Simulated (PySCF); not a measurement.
CaZn⁺: energy against distance

Set-up: basis Ca def2-SVP, Zn def2-SVP; no relativity; PySCF 2.14. Energies in eV from Ca⁺ + Zn in their ground configurations at the same level. State: ²Σ⁺ (doublet), unpaired electrons σ ↑.

All columns are PBE0. A positive dipole points towards Zn; it is taken about the centre of mass and depends on that origin.

| R (Å) | E (eV) | μ (D) | Mulliken charge on Ca (basis-dependent) | HOMO (eV) | LUMO (eV) | Mayer bond order | ⟨S²⟩ |
| --- | --- | --- | --- | --- | --- | --- | --- |
| 2.794 | -0.448 | -3.89 | 0.62 | -8.74 | -6.75 | 0.72 | 0.76 |
| 2.924 | -0.576 | -4.25 | 0.62 | -8.77 | -6.79 | 0.70 | 0.76 |
| 3.054 | -0.646 | -4.62 | 0.63 | -8.81 | -6.84 | 0.67 | 0.76 |
| 3.151 | -0.671 | -4.90 | 0.64 | -8.85 | -6.87 | 0.65 | 0.76 |
| 3.249 | -0.678 | -5.20 | 0.65 | -8.88 | -6.91 | 0.62 | 0.76 |
| 3.346 | -0.671 | -5.52 | 0.67 | -8.92 | -6.94 | 0.60 | 0.76 |
| 3.476 | -0.646 | -5.96 | 0.69 | -8.96 | -6.99 | 0.56 | 0.75 |
| 3.639 | -0.598 | -6.54 | 0.71 | -9.02 | -7.05 | 0.51 | 0.75 |
| 3.834 | -0.528 | -7.29 | 0.75 | -9.10 | -7.11 | 0.45 | 0.75 |
| 4.094 | -0.430 | -8.35 | 0.79 | -9.19 | -7.20 | 0.38 | 0.75 |

A fit through these points gives, at Re = 3.244 Å, μ = -5.19 D and dμ/dR = -3.14 D/Å; the reduced mass is 24.59 u.

Question: How strong is the fundamental in the double-harmonic approximation, I = 42.26·(dμ/dR)²/μred km/mol?

Answer: I = 42.26·(-3.14)²/24.59 = 16.9 km/mol at PBE0.

For an ion De counts to the pair picked by the measured ionisation energies or electron affinities, which need not be the lowest pair at this level. The state was picked by a PBE0 search and need not be the measured ground state.
